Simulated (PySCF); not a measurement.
**[La(H2CO)]3+ at several levels of theory**

Computed with PySCF 2.14.0 (density fitting, no spin-orbit coupling) at the geometry relaxed with PBE0:

```xyz
5
[La(H2CO)]3+ (singlet)
La    0.0000    0.0000   -0.2991
O     0.0000    0.0000    1.9158
C     0.0000    0.0000    3.1784
H     0.9685    0.0000    3.7251
H    -0.9685    0.0000    3.7251
```

```tsv
level	basis	state	HOMO (eV)	gap (eV)	charge on La1 (e)	population of f-type functions on La1 (polarisation alone where 4f lies in the core)	dipole about the centre of mass (D)	largest force component (eV/Å)
PBE0	La lcecp-1-SVP with ECP46, O def2-SVP, C def2-SVP, H def2-SVP	singlet	-24.48	5.61	2.52	0.03	3.44	0.00
PBE0	La lcecp-1-TZVP with ECP46, O def2-TZVP, C def2-TZVP, H def2-TZVP	singlet	-24.46	5.66	2.57	0.05	3.51	0.37
```

In the lcecp rows the 4f levels are missing from HOMO and gap, and the state counts the valence alone.

Charges are Mulliken's, which hang on the basis. The relaxation used the grid (50, 194), these runs (75, 302) or, all-electron (x2c bases, spin-free X2C Hamiltonian), (99, 590).

Question: A further run in the first row's basis gives HOMO (eV) -23.12, gap (eV) 3.81, charge on La1 (e) 2.54, population of f-type functions on La1 (polarisation alone where 4f lies in the core) 0.03, dipole about the centre of mass (D) 3.34, largest force component (eV/Å) 0.54. Which level was it?
A. r2SCAN
B. M06-L

Answer: B. The others give HOMO -23.28 eV (r2SCAN).

In the first row's basis the gap widens with exact exchange: 3.8 to 3.9 eV for M06-L, r2SCAN (none); 5.6 eV for PBE0 (a fixed share).
